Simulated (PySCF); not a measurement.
Computed shifts of a molecule H₁₀N₂Si₃, PBE/pcSseg-1 in PySCF, GIAO, gas phase, equivalent atoms averaged, in ppm (number of nuclei): ¹⁵N: 32.1 (1), 31.8 (1). ²⁹Si: -33.1 (1), -50.1 (1), -112.4 (1). ¹H: 5.49 (2), 5.45 (1), 5.31 (1), 3.78 (3), 0.86 (1), 0.62 (1), -0.04 (1). References: ¹⁵N against NH3 (σ = 267.0 ppm); ²⁹Si against TMS (σ = 335.4 ppm); ¹H against TMS (σ = 31.49 ppm), references at their B3LYP-D3(BJ)/def2-TZVP geometries, non-relativistic. Geometry optimised at PBE0-D3(BJ)/def2-SVP. The values are those of a single conformer.

Task: Which molecule gave these data?
A. N[SiH2][Si@@H](N)[SiH3]
B. N[SiH2]N[SiH2][SiH3]
C. N[SiH](N)[SiH2][SiH3]
D. N[Si@H]([SiH3])N[SiH3]

Result: B, N[SiH2]N[SiH2][SiH3]
